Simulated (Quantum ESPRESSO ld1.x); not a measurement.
All-electron atom: Cd in [Kr] 4d10 5s2. Method: Dirac Kohn-Sham, LDA (Slater exchange, Perdew-Zunger correlation), spin-unpolarised, spherical densities, point nucleus; computed with ld1.x of Quantum ESPRESSO 7.5.

Unscreened Slater integrals over Kohn-Sham orbitals (hartree). Large and small components are both included.

F0(5s1/2,5s1/2): 0.31570
F0(5s1/2,4d5/2): 0.39306
G2(5s1/2,4d5/2): 0.060633
F0(5s1/2,4d3/2): 0.39394
G2(5s1/2,4d3/2): 0.058223
F0(5s1/2,4p3/2): 0.40566
G1(5s1/2,4p3/2): 0.021817
F0(4d5/2,4d5/2): 0.70229
F2(4d5/2,4d5/2): 0.34332
F4(4d5/2,4d5/2): 0.22277
F0(4d5/2,4d3/2): 0.70789
F2(4d5/2,4d3/2): 0.34624
G2(4d5/2,4d3/2): 0.34604
G4(4d5/2,4d3/2): 0.22464
F0(4d5/2,4p3/2): 0.79470
F2(4d5/2,4p3/2): 0.38696
G1(4d5/2,4p3/2): 0.48717
G3(4d5/2,4p3/2): 0.29668
F0(4d3/2,4d3/2): 0.71362
F2(4d3/2,4d3/2): 0.34932
F0(4d3/2,4p3/2): 0.80253
F2(4d3/2,4p3/2): 0.39263
G1(4d3/2,4p3/2): 0.49568
G3(4d3/2,4p3/2): 0.30207
F0(4p3/2,4p3/2): 0.92803
F2(4p3/2,4p3/2): 0.48437
